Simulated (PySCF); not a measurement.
Isomers of C8H9OP, one GFN2-xTB conformer each. Single-point energies are computed at PBE0/pcSseg-1 (PySCF, gas phase, no added dispersion term), electronic only.

Question: Rank them by PBE0/pcSseg-1 energy, lowest first (kcal/mol).
A. `[CH3:1][C:2](=[O:3])[c:4]1[cH:5][p:6][cH:7][cH:8][c:9]1[CH3:10]` with C1–C2–C4–C5 -48°
B. `[CH3:1][c:2]1[cH:3][p:4][cH:5][c:6]([CH3:7])[c:8]1[CH:9]=[O:10]` with C6–C8–C9–O10 3°

Answer: A (0.0), B (4.1).

GFN2-xTB itself gives, in the same order: 0.0, 2.8. Both levels put the same isomer lowest.

Which frontier levels, dipoles and rotational constants go with these structures?

```
         SMILES  HOMO (eV, PBE0/pcSseg-1)  LUMO (eV)  dipole (D)       A, B, C (MHz)
CC(=O)c1cpccc1C                     -7.12      -1.78        1.82  1864, 933.4, 664.4
Cc1cpcc(C)c1C=O                     -7.34      -2.53        1.91   1679, 1048, 650.7
```
